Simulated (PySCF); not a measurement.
Can point charges reproduce the dipole moment of `C=C/C=C/C(=C)O[SiH3]`?

Coordinates (GFN2-xTB, Å) and charges (e) from the PBE0/pcSseg-1 density (PySCF):

| atom | x | y | z | Mulliken | IAO | Hirshfeld | ESP-fitted |
| --- | --- | --- | --- | --- | --- | --- | --- |
| C1 | 3.515 | 0.743 | 0.778 | -0.1344 | -0.3102 | -0.0943 | -0.4566 |
| C2 | 2.757 | 0.097 | -0.106 | -0.1795 | -0.1328 | -0.0452 | -0.1025 |
| C3 | 1.318 | 0.132 | -0.097 | -0.0570 | -0.1332 | -0.0449 | +0.0023 |
| C4 | 0.553 | -0.502 | -0.999 | -0.1900 | -0.1648 | -0.0579 | -0.4256 |
| C5 | -0.899 | -0.470 | -0.999 | +0.2044 | +0.2205 | +0.0784 | +0.4864 |
| C6 | -1.622 | -1.078 | -1.944 | -0.1705 | -0.4046 | -0.1405 | -0.7120 |
| O7 | -1.451 | 0.219 | 0.025 | -0.6292 | -0.5926 | -0.1827 | -0.3767 |
| Si8 | -2.977 | 0.516 | 0.494 | +0.6764 | +0.8705 | +0.3922 | +0.5711 |
| H9 | 3.080 | 1.339 | 1.563 | +0.1140 | +0.1480 | +0.0468 | +0.1941 |
| H10 | 4.590 | 0.701 | 0.747 | +0.1178 | +0.1548 | +0.0479 | +0.1900 |
| H11 | 3.218 | -0.493 | -0.888 | +0.0970 | +0.1444 | +0.0478 | +0.1499 |
| H12 | 0.846 | 0.709 | 0.686 | +0.1142 | +0.1559 | +0.0429 | +0.1345 |
| H13 | 1.006 | -1.080 | -1.792 | +0.1017 | +0.1487 | +0.0498 | +0.2020 |
| H14 | -2.696 | -1.048 | -1.937 | +0.1240 | +0.1496 | +0.0409 | +0.2352 |
| H15 | -1.145 | -1.614 | -2.743 | +0.1197 | +0.1600 | +0.0473 | +0.2389 |
| H16 | -2.699 | 1.267 | 1.708 | -0.1012 | -0.1239 | -0.0734 | -0.1050 |
| H17 | -3.707 | -0.729 | 0.741 | -0.1038 | -0.1449 | -0.0775 | -0.1129 |
| H18 | -3.695 | 1.298 | -0.514 | -0.1037 | -0.1454 | -0.0778 | -0.1134 |

Task: Form Σ q r in debye for every column and set it beside the full dipole.

Result: The full density gives (-0.36, -0.08, -0.11) D, 0.39 D in size; dipole vectors point from the negative to the positive end.

| scheme | μx | μy | μz | size (D) | share of the full size (%) | angle to the full dipole (°) |
| --- | --- | --- | --- | --- | --- | --- |
| Mulliken | -0.88 | -0.39 | -0.64 | 1.16 | 300 | 20 |
| IAO | -1.26 | 0.02 | 0.09 | 1.26 | 327 | 24 |
| Hirshfeld | -0.38 | 0.09 | 0.16 | 0.42 | 109 | 45 |
| ESP-fitted | -0.35 | -0.08 | -0.11 | 0.38 | 98 | 0 |

Task: Which set comes closest?

Result: Length of the difference vector: ESP-fitted 0.01 D, Hirshfeld 0.31 D, Mulliken 0.81 D, IAO 0.92 D. Closest: ESP-fitted. The schemes that divide the density aren't constrained to reproduce the dipole.

Task: What is left for the Hirshfeld atoms' own dipoles?

Result: The shares of the density sum to the whole, so what Σ q r misses lies in dipoles about the nuclei. The atomic dipoles sum to (-0.36, -0.08, -0.11) − (-0.38, 0.09, 0.16) = (0.02, -0.17, -0.27) D, 0.31 D in size.

Task: With the origin at the mean of the coordinates, (0.000, 0.000, -0.293) Å, which are the largest single terms, by size, of the IAO dipole along the direction of the full one?

Result: Si8 +10.28, C1 +5.59, C6 -4.29, H10 -3.52, O7 -3.48 D; all 18 atoms together +1.15 D. The single terms depend on the origin, their sum doesn't.

Task: Give the size of the full dipole in other units.

Result: 0.39 D = 0.152 au = 0.080 e·Å = 1.29 × 10⁻³⁰ C·m.

One conformer (not necessarily the lowest) at the GFN2-xTB geometry, without solvent, vibrations or thermal averaging.

Shape of the structure used: `[CH2:1]=[CH:2]/[CH:3]=[CH:4]/[C:5](=[CH2:6])[O:7][SiH3:8]`: C1–C2–C3–C4 179°, C3–C4–C5–C6 178°, C4–C5–O7–Si8 -178°.
